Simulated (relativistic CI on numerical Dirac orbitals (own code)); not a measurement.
# Radial parameters of Lu XXXVIII

These numbers are calculated, not measured: Dirac-Coulomb-Breit CI, orbitals from a KLI potential per configuration, QED by a radiative potential, unscaled Slater integrals (own radial code, finite nucleus).

Slater integrals F^k, G^k are unscaled and averaged over j, outside the closed core [Ar] 3d10; ζ comes from projecting the Hamiltonian with its Breit term on Σ l·s of the shell.

- 4s2.4p4: F^2(4p,4p) = 233960, ζ(4p) = 405830 cm⁻¹; <r>(4p) = 0.4364, <r^2>(4p) = 0.2155 (bohr units).
- 4s.4p5: G^1(4s,4p) = 306120, ζ(4p) = 405570 cm⁻¹; <r>(4s) = 0.426, <r^2>(4s) = 0.204, <r>(4p) = 0.4366, <r^2>(4p) = 0.2157 (bohr units).
- 4s2.4p3.4d: F^2(4p,4p) = 233910, ζ(4p) = 406400, F^2(4p,4d) = 230350, G^1(4p,4d) = 284930, G^3(4p,4d) = 183010, ζ(4d) = 51081 cm⁻¹; <r>(4p) = 0.4365, <r^2>(4p) = 0.2156, <r>(4d) = 0.4355, <r^2>(4d) = 0.2167 (bohr units).

Averages of the first 10 configurations, taken without configuration mixing, which lowers the lowest level and can move excited configurations by several eV; other configurations of the list can lie among them:

```json
{"Configuration": "4s2.4p4", "Parity": "even", "States": "15", "Average energy above the lowest level (eV)": "54.2"}
{"Configuration": "4s.4p5", "Parity": "odd", "States": "12", "Average energy above the lowest level (eV)": "205.4"}
{"Configuration": "4s2.4p3.4d", "Parity": "odd", "States": "200", "Average energy above the lowest level (eV)": "236.8"}
{"Configuration": "4p6", "Parity": "even", "States": "1", "Average energy above the lowest level (eV)": "367.1"}
{"Configuration": "4s.4p4.4d", "Parity": "even", "States": "300", "Average energy above the lowest level (eV)": "383.6"}
{"Configuration": "4s2.4p3.4f", "Parity": "even", "States": "280", "Average energy above the lowest level (eV)": "414.5"}
{"Configuration": "4s.4p4.4f", "Parity": "odd", "States": "420", "Average energy above the lowest level (eV)": "561.5"}
{"Configuration": "4p5.4d", "Parity": "odd", "States": "60", "Average energy above the lowest level (eV)": "540.7"}
{"Configuration": "4s.4p3.4d2", "Parity": "odd", "States": "1800", "Average energy above the lowest level (eV)": "564.7"}
{"Configuration": "4s2.4p2.4d.4f", "Parity": "odd", "States": "2100", "Average energy above the lowest level (eV)": "597.8"}
```
